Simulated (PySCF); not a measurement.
# OsSI₂, triplet: computed properties

Level of theory: PySCF, UPBE0, basis Os def2-SVP with ECP60, S def2-SVP, I def2-SVP with ECP28 (scalar-relativistic core potentials, no spin–orbit coupling, density fitting).

The structure is a minimum.

Coordinates in bohr (charge 0 multiplicity 3):
```
Os    0.0000    0.0000    0.7827
S     0.0000    0.0000    4.6816
I     4.3583    0.0000   -1.1809
I    -4.3583    0.0000   -1.1809
```

| Property | Result |
| --- | --- |
| Point group | C2v |
| Bond lengths | Os–I 2.530 Å (×2), Os–S 2.063 Å |
| Bond angles | I–Os–I 131.5°, I–Os–S 114.3° (×2) |
| Lowest empty level (α) | -4.03 eV |
| Heat capacity Cp at 298.15 K | 77.6 J/(mol K) |
| Principal quadrupole moments (Buckingham, traceless) about the centre of mass | -6.47, 0.48, 5.99 D Å |
| Rotational constants | 0.05135, 0.01249, 0.01004 cm⁻¹ |
| Dipole moment | 0.49 D |
| Rotational symmetry number | 2 |
| Atomisation energy without zero-point energy | 929 kJ/mol |
| Entropy at 298.15 K and 1 bar (electronic part: spin only) | 393.7 J/(mol K) |
| Zero-point energy | 7.4 kJ/mol |
| Spin squared ⟨S²⟩ | 2.020 |
| Principal polarisabilities | 65.6, 121.2, 164.1 bohr³ |
| Enthalpy at 298.15 K above 0 K | 19.35 kJ/mol |
| Highest occupied level (α) | -6.66 eV |

Harmonic modes (masses in u: Os 191.961, S 31.972, I 126.904):
```json
{"symmetry": "b1", "ω (cm⁻¹)": "48", "IR (km/mol)": "0.0", "type": "bend"}
{"symmetry": "a1", "ω (cm⁻¹)": "57", "IR (km/mol)": "0.6", "type": "bend"}
{"symmetry": "b2", "ω (cm⁻¹)": "116", "IR (km/mol)": "3.1", "type": "bend"}
{"symmetry": "a1", "ω (cm⁻¹)": "194", "IR (km/mol)": "2.1", "type": "stretch"}
{"symmetry": "b2", "ω (cm⁻¹)": "252", "IR (km/mol)": "22.2", "type": "stretch"}
{"symmetry": "a1", "ω (cm⁻¹)": "571", "IR (km/mol)": "22.7", "type": "stretch"}
```

In C2v the vibrations span b1 + 3a1 + 2b2. Here b1 is antisymmetric to the molecular plane and b2 lies in it.

Charges (e):
```json
{"atom": "Os1", "Mulliken": "0.16", "Löwdin": "-0.85", "polar tensor": "0.77", "spin (Mulliken)": "1.54", "Mayer order to Os1": "–"}
{"atom": "S2", "Mulliken": "-0.02", "Löwdin": "0.35", "polar tensor": "-0.21", "spin (Mulliken)": "0.27", "Mayer order to Os1": "2.07"}
{"atom": "I3,4", "Mulliken": "-0.07", "Löwdin": "0.25", "polar tensor": "-0.28", "spin (Mulliken)": "0.09", "Mayer order to Os1": "1.19"}
```

Mulliken populations on Os1 (electrons outside its core potential): s 2.82, p 6.31, d 6.67, f 0.04.

Formally Os is in oxidation state +4, d4, with 2 unpaired electrons (the high-spin count would be 4). The Mulliken spin on Os is 1.54. The polar-tensor charge on Os, 0.77, is far below the formal one.

Only a few start shapes were tried, so a lower isomer may exist. Other spin states or occupations of the open shell can lie lower. No spin–orbit coupling is included, which matters more the heavier the element.

The final relaxation and frequency run took 4.1 min on 4 threads of a shared AMD EPYC (Zen 3) host, with 102 basis functions and 14 gradients; the process peaked at 1.1 GiB. Launch command: `OMP_NUM_THREADS=4 python axn.py task.json out`.
